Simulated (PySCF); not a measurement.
C4H9 (SMILES C[C+](C)C), charge +1, singlet, geometry from GFN2-xTB. Base run: SVWN5/STO-3G run with PySCF.

The PySCF input:
```python
from pyscf import gto, scf, dft

mol = gto.M(
    atom='''
C    -0.393034    1.375284    0.225055
C    -0.000000    0.000000    0.000000
C     1.359760   -0.417833    0.270185
C    -0.966725   -0.957450   -0.495240
H     0.257210    2.045904   -0.347836
H    -0.182466    1.656657    1.262959
H    -1.433914    1.582096   -0.009082
H     1.797401   -0.863043   -0.630377
H     1.357726   -1.252290    0.980418
H     2.002436    0.377666    0.637838
H    -1.395098   -0.598990   -1.437979
H    -0.568522   -1.959762   -0.628756
H    -1.834773   -0.988237    0.172816
''',
    basis='sto-3g',
    charge=1,
    spin=0,
    verbose=4,
)

mf = dft.RKS(mol)
mf.xc = 'lda,vwn'
mf.kernel()
```

Each row names what was changed in the base input (with any setting that the change needs).

```tsv
change	ΔE vs base (µEh)	SCF cycles	outcome
base	0.0	7	converged
conv_tol = 1e-6	0.0	6	converged
conv_tol = 1e-7	0.0	7	converged
damp = 0.5; diis_start_cycle = 5	0.0	9	converged
diis = off (with mf.max_cycle = 100)	-	100	not converged
conv_tol = 1e-12	0.0	9	converged
conv_tol_grad = 1e-7	0.0	9	converged
level_shift = 0.5 (with mf.max_cycle = 100)	0.0	13	converged
conv_tol = 1e-4	0.1	5	converged
init_guess = vsap	0.0	8	converged
diis_space = 12	0.0	7	converged
diis_space = 4	0.0	8	converged
level_shift = 0.3 (with mf.max_cycle = 100)	0.0	13	converged
```
